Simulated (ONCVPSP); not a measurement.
## Reading a pseudo-wave (cobalt)

Columns: radius, all-electron u(r) and pseudo u(r) of the 3d shell (level -8.46 eV) of cobalt in the configuration [Ne] 3s2 3p6 3d7 4s2; LDA (Perdew-Wang 92), scalar-relativistic, ONCV scheme, ONCVPSP 4.0.1.

```tsv
r (bohr)	all-electron	pseudo
0.080	0.0489	0.0047
0.160	0.2160	0.0357
0.240	0.4280	0.1115
0.320	0.6224	0.2380
0.400	0.7721	0.4059
0.480	0.8722	0.5947
0.560	0.9284	0.7777
0.640	0.9497	0.9296
0.720	0.9458	1.0320
0.800	0.9246	1.0775
0.880	0.8923	1.0695
0.960	0.8532	1.0203
1.040	0.8106	0.9459
1.120	0.7664	0.8621
1.200	0.7222	0.7810
1.280	0.6789	0.7095
1.360	0.6370	0.6497
1.440	0.5970	0.6007
1.520	0.5589	0.5594
1.600	0.5229	0.5229
1.680	0.4891	0.4891
1.760	0.4573	0.4573
1.840	0.4275	0.4275
1.920	0.3997	0.3996
2.000	0.3736	0.3736
2.080	0.3493	0.3493
```

Task: How many radial nodes do the two functions have?

Result: The all-electron 3d function has n − l − 1 = 0; the pseudo-wave has 0.

Task: At about which radius was the pseudo-wave matched?

Result: 1.60 bohr, where the columns begin to agree (steps of 0.08 bohr).

Task: Where does each function peak?

Result: Outermost all-electron maximum near 0.64 bohr, pseudo maximum near 0.80 bohr (to the table’s step).

Task: Is the pseudo-wave norm-conserving?

Result: Yes: the ONCV scheme keeps the norm inside the radius equal to the all-electron one, which fixes the energy derivative of the logarithmic derivative at the level.
